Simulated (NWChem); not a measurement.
The numbers come from NWChem runs, not from measurements. System: FNa, charge 0, spin multiplicity 3, at the geometry of a parent with another charge or spin, in a state set for the comparison that need not be this species' ground state. Its SCF solution wasn't tested for a lower state. Level: UMP2/def2-TZVP, 2 core orbitals frozen.

NWChem printed:

```
             Northwest Computational Chemistry Package (NWChem) 7.3.0
             --------------------------------------------------------

                                NWChem Input Module
                                -------------------

 Scaling coordinates for geometry "geometry" by  1.889725989
 (inverse scale =  0.529177249)

 Turning off AUTOSYM since
 SYMMETRY directive was detected!

                             Geometry "geometry" -> ""
                             -------------------------

 Output coordinates in angstroms (scale by  1.889725989 to convert to a.u.)

  No.       Tag          Charge          X              Y              Z
 ---- ---------------- ---------- -------------- -------------- --------------
    1 Na                  11.0000     0.00000000     0.00000000    -0.84971300
    2 F                    9.0000     0.00000000     0.00000000     1.03853800

 Effective nuclear repulsion energy (a.u.)      27.7444829374

            Nuclear Dipole moment (a.u.)
            ----------------------------
        X                 Y               Z
 ---------------- ---------------- ----------------
     0.0000000000     0.0000000000    -0.0000018897

      Symmetry information
      --------------------

 Group name             C2v
 Group number             16
 Group order               4
 No. of unique centers     2

      Symmetry unique atoms

     1    2


 Summary of "ao basis" -> "" (spherical)
 ------------------------------------------------------------------------------
       Tag                 Description            Shells   Functions and Types
 ---------------- ------------------------------  ------  ---------------------
 *                         def2-tzvp                  on all atoms

 Summary of "ao basis" -> "ao basis" (spherical)
 ------------------------------------------------------------------------------
       Tag                 Description            Shells   Functions and Types
 ---------------- ------------------------------  ------  ---------------------
 Na                        def2-tzvp                12       32   5s4p3d
 F                         def2-tzvp                11       31   5s3p2d1f

                                 NWChem SCF Module
                                 -----------------

  ao basis        = "ao basis"
  functions       =    63
  atoms           =     2
  alpha electrons =    11
  beta  electrons =     9
  charge          =   0.00
[...]
     2   0 2 0    -13.713863    -10.931389     -2.782474      0.000000
     2   0 1 1     -0.000000     -0.000000      0.000000      0.000000
     2   0 0 2    -16.431094    -48.485511    -30.971956     63.026373

                   NWChem MP2 Semi-direct Energy/Gradient Module
                   ---------------------------------------------

  Basis functions       =     63
  Molecular orbitals    =     63
  Frozen core           =      2
  Frozen virtuals       =      0
  Active alpha occupied =      9
  Active beta occupied  =      7
  Active alpha virtual  =     52
  Active beta virtual   =     54
  Use MO symmetry       = T
  Use skeleton AO sym   = T

  AO/Fock/Back tols     =   1.0D-09  1.0D-09  1.0D-09

 GA uses MA = F    GA memory limited = T

 Available:
  local mem=  1.26D+08
 global mem=  1.44D+08
 local disk=  0.00D+00
  mp2_memr nvloc                    52
  nvloc new                    52
   1 passes of   9:        4194304                      31487                   3192444.
   1 passes of   9: M    126151763           G      144171262           F     121957459.

 Semi-direct pass number   1 of   1  for UHF alpha       at        0.8s
  vrange nnbf                  2002
  mp2_eaftype                    12  avail_ma_in_mb                  1099
 EAF : mp2_eaftype filesize          12    1596222.
  mp2_eaf for mointskh                     12
Node 0 wrote      7.5 Mb in      0.0 s     Agg I/O rate:   806.5 Mb/s
 Done moints_semi at        2.0s
  mp2_eaftype                    12  avail_ma_in_mb                  1087
 EAF : mp2_eaftype filesize          12    1596222.
  mp2_eaf for kh                    12
 Done maket at        2.1s
 Done multipass loop at        2.1s

 GA uses MA = F    GA memory limited = T

 Available:
  local mem=  1.26D+08
 global mem=  1.44D+08
 local disk=  0.00D+00
  mp2_memr nvloc                    54
  nvloc new                    54
   1 passes of   7:        4194304                      26989                   2579832.
   1 passes of   7: M    126151763           G      144171262           F     121957459.

 Semi-direct pass number   1 of   1  for UHF beta        at        2.1s
  vrange nnbf                  2002
  mp2_eaftype                    10  avail_ma_in_mb                  1099
 EAF : mp2_eaftype filesize          10    1289916.
  mp2_eaf for mointskh                     10
Node 0 wrote      6.1 Mb in      0.0 s     Agg I/O rate:   901.0 Mb/s
 Done moints_semi at        3.3s
  mp2_eaftype                    10  avail_ma_in_mb                  1089
 EAF : mp2_eaftype filesize          10    1289916.
  mp2_eaf for kh                    10
 Done maket at        3.3s
 Done multipass loop at        3.3s

          -------------------------------------------
          SCF energy                -261.234020946311
          Correlation energy          -0.363303075124
          Singlet pairs                0.000000000000
          Triplet pairs                0.000000000000
          Total MP2 energy          -261.597324021436
          -------------------------------------------

          ---------------------------------------------------
                    Spin Component Scaled (SCS) MP2
          Same spin pairs                     -0.095048691509
          Same spin scaling factor             0.333333333333
          Opposite spin pairs                 -0.268254383615
          Opposite spin scaling fact.          1.200000000000
          SCS-MP2 correlation energy          -0.353588157508
          Total SCS-MP2 energy              -261.587609103819
          ---------------------------------------------------

 -----------------------
 Performance information
 -----------------------

 Timer overhead =  2.16D-07 seconds/call

               Nr. of calls         CPU time (s)                 Wall time (s)                GFlops
             ---------------    -------------------     ------------------------------   -------------------
Name         Min   Avg   Max    Min     Avg     Max     Min     Avg     Max   Mx/calls   Min     Max     Sum
mp2: moin     2     2     2    2.3     2.3     2.3      2.3     2.3     2.3     1.1      0.0     0.0     0.0
mp2: make     2     2     2   0.16    0.16    0.16     0.16    0.16    0.16    7.90E-2   0.0     0.0     0.0
mp2: tota     1     1     1    2.5     2.5     2.5      2.5     2.5     2.5     2.5      0.0     0.0     0.0

 The average no. of pstat calls per process was 5.00D+00
 with a timing overhead of 1.08D-06s

 Task  times  cpu:        3.3s     wall:        3.3s

 Total times  cpu:        3.3s     wall:        3.3s
```

Task: Write an NWChem input that would produce this output.

Result: One answer among several that fit: 
```
start mol
memory heap 200 mb stack 900 mb global 1100 mb
geometry units angstroms nocenter noautoz
  Na     0.000000     0.000000    -0.849713
  F      0.000000     0.000000     1.038538
  symmetry group C2v
end
basis spherical
  * library def2-tzvp
end
scf
  uhf
  nopen 2
  maxiter 100
  thresh 1e-7
  semidirect memsize 60000000 filesize 0
  # guess.movecs holds the orbitals of an unrestricted PBE0 run
  vectors input guess.movecs output mol.movecs
end
mp2
  freeze core 2
end
task mp2 energy
```
